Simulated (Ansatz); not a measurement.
GaH₃S₂ (`[SH][GaH][SH]`). The species carries charge 0 and has multiplicity 1. Geometry: relaxed with PBE0-D4/def2-TZVP. It is one conformer, not always the lowest.

```xyz
6

S     0.759   -1.289    1.482
Ga    0.092    0.023   -0.148
S    -1.825    1.024    0.231
H     1.884   -1.649    0.843
H     0.908    0.225   -1.458
H    -1.818    1.666   -0.949
```

(1) What is the dipole moment at r2SCAN/def2-TZVPP? (An estimate is asked.)

(2) And with PBE, B3LYP, ωB97M-V? (Best estimate.)

(3) Give the Mulliken charges with r2SCAN, PBE, ωB97M-V in def2-TZVPP. (An estimate is asked.)

Answers

(1) The calculation gave: 2.01 D, with components (1.05, 0.26, -1.69) D in this frame, pointing from negative to positive charge.

(2) Computed: PBE 1.87 D, B3LYP 1.95 D, ωB97M-V 2.03 D.

(3) Ansatz gave: 
```tsv
atom	r2SCAN	PBE	ωB97M-V
S1	-0.26	-0.24	-0.25
Ga2	0.34	0.27	0.28
S3	-0.26	-0.24	-0.25
H4	0.11	0.12	0.12
H5	-0.04	-0.02	-0.01
H6	0.11	0.12	0.12
```

B3LYP here is the variant with VWN-RPA as its local correlation; programs differ in this.
